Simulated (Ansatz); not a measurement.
C5H10, SMILES `CC1CCC1` (charge 0, multiplicity 1).

The numbers are results of r2SCAN/cc-pVTZ // PBE0-D3(BJ)/def2-TZVP run with Ansatz (a quantum-chemistry and plane-wave program), not measurements.

Ansatz 0.2 input:
```yaml
crystal:
  periodic: [false, false, false]
  atoms:
    - { symbol: C, position_ang: [1.848492, -0.086877, 0.093867] }
    - { symbol: C, position_ang: [0.438792, 0.243748, -0.328861] }
    - { symbol: C, position_ang: [-0.576029, -0.899468, -0.537088] }
    - { symbol: C, position_ang: [-1.662347, 0.011461, 0.06319] }
    - { symbol: C, position_ang: [-0.537937, 0.84697, 0.701811] }
    - { symbol: H, position_ang: [1.84611, -0.719904, 0.9863] }
    - { symbol: H, position_ang: [2.417182, 0.817591, 0.328074] }
    - { symbol: H, position_ang: [2.385764, -0.622871, -0.69377] }
    - { symbol: H, position_ang: [0.453015, 0.877311, -1.222414] }
    - { symbol: H, position_ang: [-0.720463, -1.284729, -1.548084] }
    - { symbol: H, position_ang: [-0.351197, -1.738253, 0.128238] }
    - { symbol: H, position_ang: [-2.184827, 0.573978, -0.713709] }
    - { symbol: H, position_ang: [-2.40365, -0.440707, 0.72339] }
    - { symbol: H, position_ang: [-0.650298, 1.932209, 0.733965] }
    - { symbol: H, position_ang: [-0.302606, 0.489541, 1.708603] }
basis:
  gaussian: { orbitals: cc-pVTZ }
hamiltonian:
  xc: r2scan
```

Output:

```
Functional definition: r2SCAN
1420 factors; their error is unknown
mean field evaluation 1: about -5331.6561 eV, gradient 7.7e1 eV
mean field evaluation 2: about -5313.9825 eV, gradient 1.1e2 eV
mean field evaluation 4: about -5346.0966 eV, gradient 5.9e0 eV
mean field evaluation 8: about -5346.1833 eV, gradient 8.8e-2 eV
mean field evaluation 16: about -5346.1448 eV, gradient 3.0e-4 eV
mean field -5346.14476138 eV, -196.4671962336 hartree, gradient 4.8e-5 eV, S^2 0.000000; 0 other end points of the search recorded, 0 dependent functions left out
reference -5346.14477420 eV, -196.4671967047 hartree; 20, 20 occupied and 270, 270 virtual orbitals, 1420 factors
Total energy: -5346.14477420 eV, -196.4671967047 hartree
```
